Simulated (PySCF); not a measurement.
A structure optimised at PBE-D3(BJ)/def2-SVP, used in a PySCF frequency run:

```xyz
12

C      0.8428     2.2286     0.0000
C      0.0696     1.1252     0.0000
C     -1.4541     1.0952     0.0000
C     -1.9486    -0.3251     0.0000
C     -1.0162    -1.2976     0.0000
Se     0.7833    -0.6687     0.0000
H      1.9414     2.1808     0.0000
H      0.3803     3.2286     0.0000
H     -1.8422     1.6475    -0.8863
H     -1.8422     1.6475     0.8863
H     -3.0272    -0.5462     0.0000
H     -1.2045    -2.3803     0.0000
```
Charge 0, spin multiplicity 1.

Q: Write its SMILES, formula and point group.

A: C=C1CC=C[Se]1, C₅H₆Se, Cs

Q: What are its rotational constants (standard atomic weights)?

A: 3.2048, 2.8435, 1.5211 GHz
